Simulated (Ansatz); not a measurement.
`CB[CH2][AlH2]` + `FB[SiH3]` → `F[B]([AlH2])[SiH3]` + `CBC` at 400 K and 1 bar (formal exchange of groups at the Al–C bond).

Gas-phase electronic energies from Ansatz, PBE0-D4/def2-TZVP geometries. CCSD(T)/CBS adds triple-zeta CCSD(T) − MP2 to the extrapolated MP2 energy (def2 sets, frozen cores). One conformer a species, not always the lowest.

```tsv
species	CCSD(T)/CBS energy (Eh)	H − E (kJ/mol)	S (J/(mol·K))
`CB[CH2][AlH2]`	-347.72419	266.9	385.6
`FB[SiH3]`	-416.08982	126.4	321.1
`F[B]([AlH2])[SiH3]`	-658.67346	149.1	403.3
`CBC`	-105.11307	246.9	312.0
```

H − E and S are ideal-gas, rigid-rotor, harmonic terms from PBE0-D4/def2-TZVP, for one conformer and one mirror image of each species. 1 Eh = 2625.50 kJ/mol, R = 8.31446 J/(mol·K).

Task: By hand: ΔE, ΔH, ΔS and ΔG.

Result: ΔE = (-658.67346) + (-105.11307) − (-347.72419) − (-416.08982) = 0.02748 Eh = 72.1 kJ/mol. Δ(H − E) = 149.1 + 246.9 − 266.9 − 126.4 = 2.7, so ΔH = 74.8 kJ/mol. ΔS = 403.3 + 312.0 − 385.6 − 321.1 = 8.6 J/(mol·K). ΔG = 74.8 − 400 × (8.6)/1000 = 71.4 kJ/mol.

Task: By hand: the equilibrium constant, and the temperature at which ΔG would vanish if ΔH and ΔS stayed fixed.

Result: log₁₀ K = −ΔG/(RT ln 10) = -9.3. ΔG = 0 at ΔH/ΔS = 8698 K, far beyond where these terms or the molecules hold.

The number of gas molecules stays the same, so ΔS is small and ΔH decides. A doubt of 5 kJ/mol in ΔE shifts log₁₀ K by 0.7 here. Other conformers and mirror images would add mixing entropy, several J/(mol·K) or more a flexible species. Modes under 60 cm⁻¹, often nearly free rotors, make the harmonic entropy too high. These are equilibria of isolated gas molecules and say nothing of rates. Largest T1 diagnostic: 0.015 (customary marks: 0.02 for closed shells, 0.045 for open ones).
